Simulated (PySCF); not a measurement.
Correlation energy of Sn⁺ (tin, charge +1)

[Kr] 4d10 5s2 5p1, 2P determinant. Calculation: PySCF 2.14, in x2c-TZVPPall with one added diffuse shell each of s, p, d, f type (9s7p5d3f, 76 functions); the spin-free X2C one-electron Hamiltonian (Gaussian nucleus). Frozen: [Ar] 3d10; 21 electrons correlated.

```json
{"level": "CCSD", "correlation energy (mhartree)": "-354.19"}
{"level": "(T)", "correlation energy (mhartree)": "-7.83"}
{"level": "CCSD(T)", "correlation energy (mhartree)": "-362.02"}
```

Diagnostics: T1 = 0.010, D1 = 0.0415, largest double amplitude 0.073.

Is a single reference adequate?

Mostly. T1 lies below 0.03, but a double amplitude of this size points to a near-degeneracy that CCSD handles and MP2 describes poorly.

This basis was not built for core-valence correlation, so the inner-shell part is incomplete.
